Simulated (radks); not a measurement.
Question: Neutral cobalt, 27 electrons, occupied as [Ar] 3d7 4s2. All-electron calculation, Dirac Kohn-Sham, PBEsol, spin-unpolarised, spherical densities, point nucleus; open shells fill j = l - 1/2 first. Program: a radial shooting solver on a logarithmic mesh with Libxc functionals.

Spin-orbit splittings of the eigenvalues, e(l+1/2) - e(l-1/2), with zeta = 2 splitting/(2l+1) and mean radii in bohr:

shell  occ.  splitting (eV)  zeta (eV)  <r> j=l-1/2  <r> j=l+1/2
2p        6           14.80      9.867       0.2229       0.2261
3p        6               ?          ?       0.8101       0.8199
3d        7          0.1923    0.07691        1.068        1.075
4p        0         0.04953    0.03302        4.325        4.389

Estimate the 3p splitting.

Answer: 1.855 eV (zeta = 1.237 eV).
